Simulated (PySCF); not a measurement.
# Working out the ionisation energy of V⁺

V⁺ [Ar] 3d4 (5D) → V²⁺ [Ar] 3d3 (4F). All numbers are calculated (PySCF 2.14, the spin-free X2C one-electron Hamiltonian (Gaussian nucleus), in aug-cc-pVDZ-DK). Frozen: [Ar]. Energies in hartree (1 hartree = 27.21139 eV):

| part | V⁺ (lower) | V²⁺ (upper) |
| --- | --- | --- |
| UHF | -947.913812 | -947.428570 |
| MP2 opposite-spin | 0.000000 | 0.000000 |
| MP2 same-spin | -0.038209 | -0.012863 |

Q: What does Hartree-Fock give?

A: (-947.428570) − (-947.913812) = 0.485242 hartree = 13.204 eV.

Q: What do MP2 and SCS-MP2 (6/5 opposite-spin, 1/3 same-spin) give?

A: The opposite-spin parts differ by 0.000 eV and the same-spin parts by 0.690 eV. MP2: 13.204 + (0.000) + (0.690) = 13.894 eV. SCS-MP2: 13.204 + 1.2 × (0.000) + (0.690)/3 = 13.434 eV.

A first-order spin-orbit estimate adds -0.018 eV to MP2 (valence), giving 13.876 eV against 14.634 ± 0.007 eV (measured; NIST Atomic Spectra Database, ionization energies).

A double-zeta basis recovers only part of the correlation energy.

What remains against the reference includes basis incompleteness, the frozen core and correlation beyond second order.
